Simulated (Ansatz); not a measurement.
Ansatz (a program for electronic structure) input (RPA@PBE/def2-QZVPP):
A basis named .json is the Basis Set Exchange file of that set.

Ansatz 0.2 input:
```yaml
crystal:
  periodic: [false, false, false]
  atoms:
    - {symbol: Mg, position_ang: [1.07465477, 0.19135820, 0.12472361]}
    - {symbol: Br, position_ang: [-0.32716292, 1.64158889, -1.35875099]}
    - {symbol: Br, position_ang: [-0.04129015, -1.70719742, 1.31598861]}
basis:
  gaussian:
    orbitals: def2-QZVPP.json
hamiltonian:
  xc: pbe
total_charge: -1
magnetization: {spin_polarized: true, initial_magnetization: 1}
correlation: {method: rpa, electrons: outside_noble_gas}
```

Output:

```
Functional definition: PBE
integrals: 0.69 GiB planned
1598 factors; integrals over basis functions are off by at most 8.6e-4 eV
mean field: 1.17 GiB planned
mean field evaluation 1: about -145520.7568 eV, gradient 1.9e1 eV
mean field evaluation 2: about -145520.7518 eV, gradient 1.9e1 eV
mean field evaluation 4: about -145521.2917 eV, gradient 1.5e0 eV
mean field evaluation 8: about -145521.2972 eV, gradient 2.2e-1 eV
mean field evaluation 16: about -145521.2974 eV, gradient 8.9e-5 eV
mean field -145521.29737259 eV, -5347.8090405646 hartree, gradient 2.9e-6 eV, S^2 0.750814; 0 other end points of the search recorded, 0 dependent functions left out
33 core orbitals not correlated
reference -145436.84304142 eV, -5344.7054011393 hartree; 9, 8 occupied and 199, 200 virtual orbitals, 1598 factors
Total energy: -145455.33834650 eV, -5345.3850910644 hartree
```
